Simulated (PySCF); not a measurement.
# UHF on Te+ (tellurium, charge +1)

Configuration: [Kr] 4d10 5s2 5p3, high-spin 4S determinant. All numbers are calculated (PySCF 2.14, a scalar-relativistic core potential, in aug-cc-pVQZ-PP with ECP28MDF (7s7p5d3f2g, 92 functions)).

```json
{
 "Total energy": "-266.722731 hartree",
 "One-electron energy": "-459.0584 hartree",
 "Hartree (Coulomb) energy": "211.9224 hartree",
 "Exchange energy": "-19.5867 hartree",
 "⟨S²⟩": "3.7519",
 "⟨L²⟩": "0.000",
 "Sum of ⟨r⟩": "27.88 bohr",
 "Sum of ⟨r²⟩": "47.37 bohr²"
}
```

```csv
shell,electrons,mean orbital energy (hartree),"rms radius, mean of both spins (bohr)"
4s α,1,-7.46893,0.820
4s β,1,-7.44835,0.820
4p α,3,-5.43364,0.882
4p β,3,-5.41303,0.882
4d α,5,-2.28685,1.04
4d β,5,-2.26973,1.04
5s α,1,-1.16697,2.21
5s β,1,-0.90337,2.21
5p α,3,-0.69220,2.63
```

Energies and moments cover only the electrons outside the core potential.
